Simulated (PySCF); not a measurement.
# Mn (manganese, neutral) across methods

[Ar] 3d5 4s1 5s1, high-spin 8S determinant (an excited configuration). Calculation: PySCF 2.14, in aug-cc-pwCVTZ-DK with one added diffuse shell each of s, p, d, f, g type (11s10p8d5f4g, 152 functions); the spin-free X2C one-electron Hamiltonian (Gaussian nucleus).

```json
{"method": "PBE", "E (hartree)": "-1158.148", "mean ε 3d α (eV)": "-12.586", "mean ε 4s α (eV)": "-8.971", "mean ε 5s α (eV)": "-1.644", "Σ⟨r²⟩ (bohr²)": "100.0", "⟨S²⟩": "15.750"}
{"method": "LDA", "E (hartree)": "-1155.947", "mean ε 3d α (eV)": "-12.787", "mean ε 4s α (eV)": "-9.226", "mean ε 5s α (eV)": "-1.632", "Σ⟨r²⟩ (bohr²)": "99.42", "⟨S²⟩": "15.750"}
{"method": "UHF", "E (hartree)": "-1157.25018", "mean ε 3d α (eV)": "-21.531", "mean ε 4s α (eV)": "-11.642", "mean ε 5s α (eV)": "-2.388", "Σ⟨r²⟩ (bohr²)": "113.5", "⟨S²⟩": "15.750"}
{"method": "PBE0", "E (hartree)": "-1158.174", "mean ε 3d α (eV)": "-14.925", "mean ε 4s α (eV)": "-9.712", "mean ε 5s α (eV)": "-1.897", "Σ⟨r²⟩ (bohr²)": "102.1", "⟨S²⟩": "15.750"}
{"method": "r2SCAN", "E (hartree)": "-1158.357", "mean ε 3d α (eV)": "-13.067", "mean ε 4s α (eV)": "-9.246", "mean ε 5s α (eV)": "-1.596", "Σ⟨r²⟩ (bohr²)": "100.9", "⟨S²⟩": "15.750"}
```

The outer electron is Rydberg-like, and this basis confines it to a smaller radius and binds it less than a complete one would.
